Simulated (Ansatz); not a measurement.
Pulling on the Pb1–H2 bond in BrHPb (SMILES [Br][PbH]) (multiplicity 1 held, fragments rigid). Energies count from the point at 1.861 Å.
Geometry at that point (charge 0, multiplicity 1):
```
atom    x (Å)    y (Å)    z (Å)
----  -------  -------  -------
Pb    -0.4437  -0.3661   0.5314
H     -1.6410  -0.9649  -0.7610
Br     1.0864   0.8854  -1.2232
```

Restricted levels (R-, RO-) in cc, def2 and unpolarised 6-31G sets keep to the state of the molecule at rest. Active spaces are followed from a long bond inwards. Curves can end on different states.

Cores are frozen in the correlated methods. Filled d and f shells under p-block atoms count as core.

Codes used: Ansatz (Gaussian orbitals). Each number belongs to the level named beside it. In def2 rows elements past Kr take small-core potentials, without spin–orbit coupling.

Energies in eV.

```json
[
 {"R (Å)": "1.489", "R-CCSD/def2-SVP": "1.15", "R-CCSD(T)/def2-SVP": "1.16", "CASSCF(2,2)/def2-SVP": "1.21", "FIC-MRCISD on CASSCF(2,2)/def2-SVP": "1.16", "FIC-MRCISD+Q on CASSCF(2,2)/def2-SVP": "1.15"},
 {"R (Å)": "1.675", "R-CCSD/def2-SVP": "0.23", "R-CCSD(T)/def2-SVP": "0.23", "CASSCF(2,2)/def2-SVP": "0.26", "FIC-MRCISD on CASSCF(2,2)/def2-SVP": "0.23", "FIC-MRCISD+Q on CASSCF(2,2)/def2-SVP": "0.23"},
 {"R (Å)": "1.861", "R-CCSD/def2-SVP": "0.00", "R-CCSD(T)/def2-SVP": "0.00", "CASSCF(2,2)/def2-SVP": "0.00", "FIC-MRCISD on CASSCF(2,2)/def2-SVP": "0.00", "FIC-MRCISD+Q on CASSCF(2,2)/def2-SVP": "0.00"},
 {"R (Å)": "2.047", "R-CCSD/def2-SVP": "0.12", "R-CCSD(T)/def2-SVP": "0.11", "CASSCF(2,2)/def2-SVP": "0.09", "FIC-MRCISD on CASSCF(2,2)/def2-SVP": "0.11", "FIC-MRCISD+Q on CASSCF(2,2)/def2-SVP": "0.12"},
 {"R (Å)": "2.233", "R-CCSD/def2-SVP": "0.40", "R-CCSD(T)/def2-SVP": "0.39", "CASSCF(2,2)/def2-SVP": "0.33", "FIC-MRCISD on CASSCF(2,2)/def2-SVP": "0.39", "FIC-MRCISD+Q on CASSCF(2,2)/def2-SVP": "0.39"},
 {"R (Å)": "2.512", "R-CCSD/def2-SVP": "0.92", "R-CCSD(T)/def2-SVP": "0.89", "CASSCF(2,2)/def2-SVP": "0.79", "FIC-MRCISD on CASSCF(2,2)/def2-SVP": "0.89", "FIC-MRCISD+Q on CASSCF(2,2)/def2-SVP": "0.89"},
 {"R (Å)": "2.791", "R-CCSD/def2-SVP": "1.42", "R-CCSD(T)/def2-SVP": "1.36", "CASSCF(2,2)/def2-SVP": "1.23", "FIC-MRCISD on CASSCF(2,2)/def2-SVP": "1.35", "FIC-MRCISD+Q on CASSCF(2,2)/def2-SVP": "1.36"},
 {"R (Å)": "3.256", "R-CCSD/def2-SVP": "2.04", "R-CCSD(T)/def2-SVP": "1.91", "CASSCF(2,2)/def2-SVP": "1.76", "FIC-MRCISD on CASSCF(2,2)/def2-SVP": "1.92", "FIC-MRCISD+Q on CASSCF(2,2)/def2-SVP": "1.93"},
 {"R (Å)": "3.721", "R-CCSD/def2-SVP": "2.38", "R-CCSD(T)/def2-SVP": "2.12", "CASSCF(2,2)/def2-SVP": "2.03", "FIC-MRCISD on CASSCF(2,2)/def2-SVP": "2.20", "FIC-MRCISD+Q on CASSCF(2,2)/def2-SVP": "2.21"},
 {"R (Å)": "4.280", "R-CCSD/def2-SVP": "2.56", "R-CCSD(T)/def2-SVP": "2.10", "CASSCF(2,2)/def2-SVP": "2.14", "FIC-MRCISD on CASSCF(2,2)/def2-SVP": "2.32", "FIC-MRCISD+Q on CASSCF(2,2)/def2-SVP": "2.33"},
 {"R (Å)": "5.024", "R-CCSD/def2-SVP": "2.63", "R-CCSD(T)/def2-SVP": "1.97", "CASSCF(2,2)/def2-SVP": "2.17", "FIC-MRCISD on CASSCF(2,2)/def2-SVP": "2.36", "FIC-MRCISD+Q on CASSCF(2,2)/def2-SVP": "2.37"},
 {"R (Å)": "5.954", "R-CCSD/def2-SVP": "2.65", "R-CCSD(T)/def2-SVP": "1.87", "CASSCF(2,2)/def2-SVP": "2.18", "FIC-MRCISD on CASSCF(2,2)/def2-SVP": "2.36", "FIC-MRCISD+Q on CASSCF(2,2)/def2-SVP": "2.38"}
]
```

Doubts at one or more of the structures used: a restricted determinant that unrestricted orbitals would lower (R-CCSD/def2-SVP, R-CCSD(T)/def2-SVP); other coupled-cluster roots lie near (R-CCSD/def2-SVP, R-CCSD(T)/def2-SVP); T1 above 0.05 (R-CCSD/def2-SVP, R-CCSD(T)/def2-SVP).

Ansatz is a quantum-chemistry and plane-wave program.
